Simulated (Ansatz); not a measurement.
One geometry of [TaO2Cl2]- (TaCl2O2⁻), several levels of theory.

```yaml
crystal:
  periodic: [false, false, false]
  atoms:
    - {symbol: Ta, position_ang: [0.082813, -0.000285, 0.057905]}
    - {symbol: O, position_ang: [0.137823, -0.014714, 1.830203]}
    - {symbol: O, position_ang: [1.766400, 0.007550, -0.498646]}
    - {symbol: Cl, position_ang: [-0.997558, 2.028236, -0.678185]}
    - {symbol: Cl, position_ang: [-0.989488, -2.020788, -0.711277]}
basis:
  gaussian: {orbitals: def2-TZVPD, initial_orbitals: start.molden}
total_charge: -1
hamiltonian: {xc: {text: "exchange = 0.95*pbe_x + 0.05*exact_x\ncorrelation = pbe_c"}}
scf: {omitted_lower_state_checks: [starts]}
output: {orbitals: {seedname: orbitals}}
```

The file start.molden holds the orbitals of an earlier run on this structure, at another level or in another basis.

```sh
$ ansatz run in.yaml --threads 4 --pin off --events-out ev --progress --plain --max-ram 3916MiB
```

It prints (some lines left out):

```
Functional definition: unnamed
  exchange = 0.95*pbe_x + 0.05*exact_x
  correlation = pbe_c
these checks for a lower state are left out or cut short: starts
1294 factors; their error is unknown
mean field evaluation 1: about -30690.3441 eV, gradient 1.1e1 eV
mean field evaluation 2: about -30690.4507 eV, gradient 1.3e-1 eV
mean field evaluation 4: about -30690.4521 eV, gradient 1.6e-4 eV
mean field -30690.45207669 eV, -1127.8533110827 hartree, gradient 1.1e-5 eV, S^2 0.000000; 0 other end points of the search recorded, 0 dependent functions left out
reference -30690.45213719 eV, -1127.8533133061 hartree; 32, 32 occupied and 183, 183 virtual orbitals, 1294 factors
Total energy: -30690.45213719 eV, -1127.8533133061 hartree
Checks for a lower state left out: starts
```

Run time 3.4 s (4 threads of Arm Neoverse V2 on a shared host), peak host memory 0.59 GiB.

First input, but with `gaussian: {orbitals: def2-SVPD, initial_orbitals: start.molden}`, `hamiltonian: {xc: pbe, dispersion: d4}` (abridged; 1.4 s):

```
Functional definition: PBE
mean field -30677.15812545 eV, -1127.3647673858 hartree, gradient 2.4e-5 eV, S^2 0.000000
Total energy: -30677.33798481 eV, -1127.3713770953 hartree
Checks for a lower state left out: starts
```

As the first input, with `hamiltonian: {xc: {text: "exchange = 0.90*pbe_x + 0.10*exact_x\ncorrelation = pbe_c"}}` (abridged; 3.2 s):

```
Functional definition: unnamed
mean field -30690.45819287 eV, -1127.8535358484 hartree, gradient 1.4e-5 eV, S^2 0.000000
Total energy: -30690.45825115 eV, -1127.8535379899 hartree
Checks for a lower state left out: starts
```

The first input with `hamiltonian: {xc: pbe}`, `correlation: {method: rpa}` and without the key `output` (abridged; 6 s):

```
Functional definition: PBE
mean field -30690.45985848 eV, -1127.8535970584 hartree, gradient 2.7e-6 eV, S^2 0.000000
12 core orbitals not correlated: weight in the atoms' cores, before any rotation towards them, 1.000 or more for the frozen orbitals, at most 0.000 for the correlated occupied ones
Total energy: -30674.82379058 eV, -1127.2789821615 hartree
Checks for a lower state left out: starts
```

First input, but with `hamiltonian: {xc: pbe, dispersion: d4}` (abridged; 2.5 s):

```
Functional definition: PBE
mean field -30690.45986802 eV, -1127.8535974088 hartree, gradient 2.2e-5 eV, S^2 0.000000
Total energy: -30690.63974812 eV, -1127.8602078805 hartree
Checks for a lower state left out: starts
```

First input, but with `gaussian: {orbitals: def2-SVPD, initial_orbitals: start.molden}`, `correlation: {method: ccsd_t}` and without the key `hamiltonian` (abridged; 24 s):

```
Functional definition: HF
mean field -30613.73795191 eV, -1125.0341189957 hartree, gradient 1.0e-6 eV, S^2 0.000000
12 core orbitals not correlated: weight in the atoms' cores, before any rotation towards them, 1.000 or more for the frozen orbitals, at most 0.000 for the correlated occupied ones
second order -28.08720355 eV of doubles, -0.00000000 eV of singles
cycle   1  -25.76318872 eV  change     2.3e0 eV  update   2.7e-1
cycle   2  -27.08115008 eV  change    -1.3e0 eV  update   1.7e-1
cycle   3  -27.34489043 eV  change   -2.6e-1 eV  update   3.9e-2
cycle   4  -27.34267381 eV  change    2.2e-3 eV  update   1.5e-2
cycle   5  -27.33259837 eV  change    1.0e-2 eV  update   4.2e-3
cycle   6  -27.33425310 eV  change   -1.7e-3 eV  update   1.6e-3
cycle   7  -27.33432147 eV  change   -6.8e-5 eV  update   9.0e-4
cycle   8  -27.33367716 eV  change    6.4e-4 eV  update   3.6e-4
cycle   9  -27.33386605 eV  change   -1.9e-4 eV  update   1.4e-4
cycle  10  -27.33392359 eV  change   -5.8e-5 eV  update   5.1e-5
cycle  11  -27.33385633 eV  change    6.7e-5 eV  update   2.7e-5
cycle  12  -27.33383777 eV  change    1.9e-5 eV  update   1.4e-5
perturbative correction -1.30990009 eV, -0.0481379404 hartree
Total energy: -30642.38168976 eV, -1126.0867569464 hartree
Checks for a lower state left out: starts
```

The first input with `hamiltonian: {xc: {text: "exchange = 0.65*pbe_x + 0.35*exact_x\ncorrelation = pbe_c"}}` (abridged; 3.1 s):

```
Functional definition: unnamed
mean field -30690.69056548 eV, -1127.8620753843 hartree, gradient 8.5e-5 eV, S^2 0.000000
Total energy: -30690.69061100 eV, -1127.8620770568 hartree
Checks for a lower state left out: starts
```

Geometry: PBE-D4/def2-SVPD.

In the def2 sets Ta takes a core potential; there is no spin–orbit coupling. Correlated methods freeze 12 core orbitals; core or outer-core shells of Ta are correlated, in sets that lack core-valence functions.
